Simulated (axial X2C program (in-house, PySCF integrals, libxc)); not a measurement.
**Which molecule has these constants?**

All values come from calculations with an axial X2C code built on PySCF integrals, spin-free (one-electron X2C) or two-component (2c: spin–orbit coupling with atomic mean-field Coulomb and Gaunt terms, which also bring small scalar terms), in Dyall basis sets with cores contracted in-house; open shells are unrestricted.

A two-component PBE0 calculation in a Dyall 3-zeta basis gave Re = 1.796 Å, ωe = 636.5 cm⁻¹, De = 2.09 eV, dipole magnitude 3.16 D, Ω = 3/2.

**Question.** Which molecule is it?
A. PdB
B. PdN
C. BePd
D. LiPd
E. PdC

**Answer.** B. The others have PdC 1.745 Å and 764.2 cm⁻¹ (Ω = 2); PdB 1.773 Å and 762.2 cm⁻¹ (Ω = 1/2); LiPd 2.238 Å and 400.6 cm⁻¹ (Ω = 1/2); BePd 1.911 Å and 633.5 cm⁻¹ (Ω = 0).

Each entry is the lowest single determinant of a limited PBE0 search at one distance. De goes to single-determinant-based atoms at the same level (for ions the charge split of lowest energy) and is withheld (n/a) where an atom does not fit its ground term or J level. Main or longest-lived isotopes. One determinant is a doubtful description, or other states lie close, for PdN, PdC; these need not be ground states, and all values refer to the states named. Some open-shell Ω = 0 determinants are out of reach, so the Ω given for PdC need not be the lowest component. With several unpaired electrons the Ω given is that of one determinant, not necessarily of the lowest component. Some light 2c atoms are not at their ground J level, so De misses part of their lowering (0.04 eV or less). The functionals have no current term, which raises determinants with orbital currents.
